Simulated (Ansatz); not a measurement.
`B/N=C\Cl` + `C[SiH2]N(C)C` → `BN(C)[SiH2]C` + `C/N=C/Cl`  (formal exchange of groups at a B–N bond)

Program: Ansatz. Geometries: PBE0-D4/def2-TZVP. ΔE: electronic, gas phase. CBS: MP2 limit from def2 TZ/QZ plus the TZ coupled-cluster correction, frozen cores. Double bonds are as drawn, so ΔE can hold a change between cis and trans. Functionals use def2-TZVPP. HSE06 is defined as in plane-wave codes. One conformer a species, not always the lowest.

```csv
level,ΔE (kcal/mol)
LDA (SPW92),-5.0
r2SCANh-D4,-7.2
r2SCAN0-D4,-7.8
PBE0,-7.6
HSE06,-7.5
RPA@PBE/def2-TZVPP,-11.2
MP2/def2-SVP,-9.0
HF/CBS(def2),-10.8
```

**Question.** What does CCSD(T)/CBS give? (An estimate is asked.)

**Answer.** Computed: -10.2 kcal/mol. The listed levels differ from it by 5.2, 3.0, 2.4, 2.6, 2.7, -1.0, 1.2, -0.6 kcal/mol.

Largest T1 diagnostic among the species: 0.014.

From r2SCAN to r2SCAN0 (25 % exact exchange), in def2-TZVPP and without D4, ΔE moves by −1.0 kcal/mol. Leaving LDA and LC-ωPBE aside and taking each functional with its dispersion term where it has one, the values, not all of them listed here, spread over 3.6 kcal/mol, from PBE-QIDH to BLYP-D4. LDA lies +1.1 kcal/mol from PBE without D4. At CCSD(T), def2-SVP lies +1.0 kcal/mol from the extrapolated value and def2-TZVPP −0.2 kcal/mol.
